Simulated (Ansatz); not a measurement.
The same path of ClGeH3 + H2O (8 atoms, charge 0, multiplicity 1) was run twice with different band settings. Lost on the way: Ge1–Cl2, H6–O7. Made: Ge1–O7, Cl2–H6.

Computed with Ansatz, RKS PBE0/def2-SVP.

Relaxed end points:

```xyz
8
Properties=species:S:1:pos:R:3
Ge -0.767 -0.812 -0.469
Cl 1.295 -0.747 -1.197
H -1.447 -1.879 -1.342
H -0.733 -1.227 1.001
H -1.389 0.565 -0.717
H 1.479 0.763 0.734
O 0.828 1.261 1.248
H 0.733 2.076 0.742
```

```xyz
8
Properties=species:S:1:pos:R:3
Ge -1.026 -0.250 -0.002
Cl 2.720 -0.819 -0.248
H -0.926 -0.630 -1.488
H -0.800 -1.443 0.926
H -2.352 0.472 0.290
H 1.800 0.050 0.126
O 0.319 0.883 0.421
H 0.265 1.737 -0.023
```

Common settings: spring 5.0 eV/Å²; optimiser quadratic models (default); start path through a guess of the saddle point; force threshold 0.05 eV/Å; iteration limit 60; end points relaxed.

| run | movable images | climbing image |
| --- | --- | --- |
| 1 | 7 | yes |
| 2 | 4 | no |

What does each run give, and how far can it be trusted?

Run 1: converged after 14 iterations, highest image 0.966 eV above the first end. A vibrational analysis at the climbing image gives one clearly imaginary mode, 167i cm⁻¹: a first-order saddle point.
Run 2: converged after 35 iterations, highest image 0.913 eV above the first end. No image climbed, so the highest image needn't sit at the top of the path.
The orbitals stay closed-shell, which can raise the energy where a bond breaks towards radicals; this wasn't checked here.
